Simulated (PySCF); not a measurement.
# C₆ coefficients of unlike pairs at HSE06

Calculated with PySCF 2.14 from the dipole response of each species, C₆(A,B) = (3/π) ∫ α_A(iu) α_B(iu) du, in atomic units, from isotropic polarisabilities. For ions this is the dispersion term alone; charge-induced terms of lower order in 1/R come first.

| species | configuration | basis | relativity | α (bohr³) | C₆ (like pair) |
| --- | --- | --- | --- | --- | --- |
| Ar | [Ar] (1S) | dyall-acv3z (19s12p6d4f) | spin-free X2C | 11.06 | 65.03 |
| He | 1s2 (1S) | dyall-acv3z (10s3p2d) | spin-free X2C | 1.455 | 1.589 |
| Zn⁺ | [Ar] 3d10 4s1 (2S) | aug-cc-pwCVTZ-PP with ECP10MDF (8s8p7d4f3g) | core potential | 17.55 | 71.16 |
| Se²⁺ | [Ar] 3d10 4s2 4p2 (3P) | aug-cc-pVQZ-PP with one added diffuse shell each of s, p, d, f, g type with ECP10MDF (8s7p6d4f3g) | core potential | 9.353 | 43.23 |

(1) Estimate C₆ for Zn⁺ with Ar.

No spin-orbit coupling is included.

The other pairs:

```json
{"pair": "Se²⁺, He", "C₆": "8.134"}
{"pair": "Se²⁺, Zn⁺", "C₆": "53.11"}
{"pair": "Se²⁺, Ar", "C₆": "52.97"}
{"pair": "He, Ar", "C₆": "10.04"}
{"pair": "Zn⁺, He", "C₆": "9.605"}
```

Results:

(1) The integral gives 64.50. The combination rule 2 C_A C_B / (C_A α_B/α_A + C_B α_A/α_B) gives 62.53 and the geometric mean 68.03.
